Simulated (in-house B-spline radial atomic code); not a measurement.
Whole-atom quantities along the 42-electron series, configuration 1s2 2s2 2p6 3s2 3p6 3d10 4s2 4p6 4d3/2(4) 4d5/2(2). Breit and QED terms are first order and not part of the total energy; the density at the nucleus is averaged over the nuclear charge. Computed with an all-electron radial atomic-structure program (B-spline basis): Dirac-Hartree-Fock, jj configuration that fills j = l - 1/2 first, finite nuclei.

| ion | Z | E/Z² (Eh) | Σ<r²> (bohr²) | n(0)/Z³ (bohr⁻³) | Lamb diamagnetic shielding (ppm) | repulsion over attraction | Breit energy (eV) | self-energy (eV) | vacuum polarisation (eV) |
| --- | --- | --- | --- | --- | --- | --- | --- | --- | --- |
| Er26+ | 68 | -2.7645 | 4.8552 | 2.5811 | 7894.48 | 0.10977 | 341.12 | 276.79 | -45.786 |
| Tm27+ | 69 | -2.7793 | 4.6356 | 2.6828 | 8054.26 | 0.10824 | 358.6 | 292.37 | -49.06 |
| Yb28+ | 70 | -2.794 | 4.4306 | 2.7722 | 8215.55 | 0.10675 | 376.71 | 308.64 | -52.524 |
| Lu29+ | 71 | ? | ? | ? | ? | ? | ? | ? | ? |
| Hf30+ | 72 | ? | ? | ? | ? | ? | ? | ? | ? |
| Ta31+ | 73 | -2.8374 | 3.8902 | 3.1054 | 8709.69 | 0.10242 | 435.02 | 362.01 | -64.303 |
| W32+ | 74 | -2.8517 | 3.7316 | 3.228 | 8878 | 0.10103 | 455.83 | 381.42 | -68.729 |
| Re33+ | 75 | -2.8659 | 3.5823 | 3.3595 | 9048.24 | 0.099663 | 477.36 | 401.69 | -73.433 |
| Os34+ | 76 | ? | ? | ? | ? | ? | ? | ? | ? |
| Ir35+ | 77 | -2.8942 | 3.3088 | 3.6381 | 9394.75 | 0.096995 | 522.65 | 444.97 | -83.73 |
| Pt36+ | 78 | -2.9082 | 3.1834 | 3.7868 | 9571.18 | 0.095693 | 546.44 | 468.06 | -89.361 |
| Au37+ | 79 | -2.9223 | 3.0647 | 3.9475 | 9749.88 | 0.094413 | 571.03 | 492.16 | -95.348 |
| Hg38+ | 80 | -2.9363 | 2.9523 | 4.1117 | 9930.87 | 0.093152 | 596.42 | 517.33 | -101.7 |
| Tl39+ | 81 | -2.9503 | 2.8458 | 4.2902 | 10114.3 | 0.091911 | 622.65 | 543.62 | -108.46 |
| Pb40+ | 82 | -2.9643 | 2.7447 | 4.4738 | 10300.3 | 0.090689 | 649.74 | 571.06 | -115.63 |
| Bi41+ | 83 | -2.9783 | 2.6487 | 4.6695 | 10488.9 | 0.089486 | 677.7 | 599.71 | -123.25 |

(1) Fill in the row of Lu29+.

(2) Fill in the row of Hf30+.

(3) Fill in the row of Os34+.

(4) With what power of Z does the column «vacuum polarisation (eV)» change over this range?

Answers

(1) E/Z² (Eh): -2.8085; Σ<r²> (bohr²): 4.2388; n(0)/Z³ (bohr⁻³): 2.8699; Lamb diamagnetic shielding (ppm): 8378.49; repulsion over attraction: 0.10528; Breit energy (eV): 395.47; self-energy (eV): 325.66; vacuum polarisation (eV): -56.208.

(2) E/Z² (Eh): -2.823; Σ<r²> (bohr²): 4.059; n(0)/Z³ (bohr⁻³): 2.9869; Lamb diamagnetic shielding (ppm): 8543.21; repulsion over attraction: 0.10384; Breit energy (eV): 414.9; self-energy (eV): 343.43; vacuum polarisation (eV): -60.135.

(3) E/Z² (Eh): -2.8801; Σ<r²> (bohr²): 3.4416; n(0)/Z³ (bohr⁻³): 3.4889; Lamb diamagnetic shielding (ppm): 9220.42; repulsion over attraction: 0.098318; Breit energy (eV): 499.63; self-energy (eV): 422.87; vacuum polarisation (eV): -78.418.

(4) A fit of the logarithm of its size against log Z from Z = 68 to 83 has slope 4.97.
